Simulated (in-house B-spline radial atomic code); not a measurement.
# Ionising Cs IX (Cs8+) with different functionals

Computed with an all-electron radial atomic-structure program (B-spline basis): four-component Dirac-Coulomb Hamiltonian, Fermi nucleus of rms radius 4.8041 fm, spin-restricted, spherical fractional occupations for the functionals, and exact exchange of hybrids averaged over the configuration. The ionisation energy is the difference of two self-consistent energies, [Kr] 4d10 5s1 → [Kr] 4d10, without Breit or QED terms; ε is the level of the shell that loses the electron (mean over j).

```csv
method,rung,ΔSCF (eV),-ε(5s) (eV)
PBE0,global hybrid,125.94,120.51
B3LYP,global hybrid,?,?
HSE06,range-separated hybrid,?,?
CAM-B3LYP,range-separated hybrid,126.58,122.55
```

(1) What does HSE06 give?

(2) What does B3LYP give?

(3) Among the functionals, which spreads more, the ΔSCF values or the orbital energies?

(4) How do they compare with the NIST value?

## Answers

(1) ΔSCF 125.97 eV, and -ε(5s) = 120.13 eV.

(2) ΔSCF 126.58 eV, and -ε(5s) = 120.68 eV.

(3) The orbital energies: ΔSCF values span about 0.64 eV and the orbital energies 2.42 eV.

(4) NIST lists 125.61 eV ± 0.09 (semi-empirical, ground level to ground level). Errors run from +0.33 to +0.97 eV; PBE0 is closest (+0.33 eV), though others lie within the uncertainty of it, and part of that can be cancellation, since the calculations leave out Breit-QED terms, spin polarisation.
